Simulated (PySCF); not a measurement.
A side-by-side comparison of computed properties.

First species: 4-fluoro-3-methylbenzonitrile, C₈H₆FN.
SMILES: `Cc1cc(C#N)ccc1F`

Second species: C5H7ClO2.
SMILES: `C=C(CCl)C(=O)OC`

Levels: PBE0/def2-SVPD for dipole moment, HOMO energy, LUMO energy, HOMO–LUMO gap, static isotropic polarisability and electronic spatial extent ⟨r²⟩ about the centre of nuclear charge; TDDFT PBE0/def2-SVPD for lowest singlet excitation; TDA PBE0/def2-SVPD for lowest triplet excitation (Tamm–Dancoff); GFN2-xTB for rotational constant A and rotational constant C. Geometries: GFN2-xTB. All species are isolated and taken at one optimised geometry, non-relativistic unless stated; the electronic structure was computed with PySCF and density fitting.

The conformers computed, where there is a choice (atom-mapped SMILES and torsion angles):
- `[CH2:1]=[C:2]([CH2:3][Cl:4])[C:5](=[O:6])[O:7][CH3:8]`: C1–C2–C3–Cl4 104°, C1–C2–C5–O6 -2°, C2–C5–O7–C8 179°

Values for the first species:

| Quantity | Value |
| --- | --- |
| Dipole moment | 3.61 D |
| HOMO energy | -7.65 eV |
| LUMO energy | -1.57 eV |
| HOMO–LUMO gap | 6.08 eV |
| Lowest singlet excitation | 5.15 eV |
| Lowest triplet excitation (Tamm–Dancoff) | 3.72 eV |
| Static isotropic polarisability | 97.1 au |
| Electronic spatial extent ⟨r²⟩ about the centre of nuclear charge | 1524 bohr² |
| Rotational constant A | 3.012 GHz |
| Rotational constant C | 0.691 GHz |

Problem. Estimate the same properties for the second species, and the change in each.

Solution. 
| property | first | second | second less first |
| --- | --- | --- | --- |
| dipole moment | 3.61 D | 1.91 D | -1.70 D |
| HOMO energy | -7.65 eV | -8.19 eV | -0.54 eV |
| LUMO energy | -1.57 eV | -1.68 eV | -0.11 eV |
| HOMO–LUMO gap | 6.08 eV | 6.51 eV | +0.43 eV |
| lowest singlet excitation | 5.15 eV | 4.89 eV | -0.26 eV |
| lowest triplet excitation (Tamm–Dancoff) | 3.72 eV | 3.70 eV | -0.02 eV |
| static isotropic polarisability | 97.1 au | 82.1 au | -15.0 au |
| electronic spatial extent ⟨r²⟩ about the centre of nuclear charge | 1524 bohr² | 1241 bohr² | -283 bohr² |
| rotational constant A | 3.012 GHz | 2.267 GHz | -0.745 GHz |
| rotational constant C | 0.691 GHz | 0.932 GHz | +0.241 GHz |

On the first: The polarisability is 14.39 Å³ as a volume (1 au = 0.148185 Å³), or 1.39 au for each of the 70 electrons. The vertical singlet–triplet gap S1 − T1 is 1.43 eV (TDDFT singlet less Tamm–Dancoff triplet; S1: HOMO→LUMO+1, weight 0.45, beside HOMO−1→LUMO, weight 0.40; T1: HOMO→LUMO, weight 0.81).

On the second: The dipole equals about 6.4 × 10⁻³⁰ C·m (1 D = 3.33564 × 10⁻³⁰ C·m).
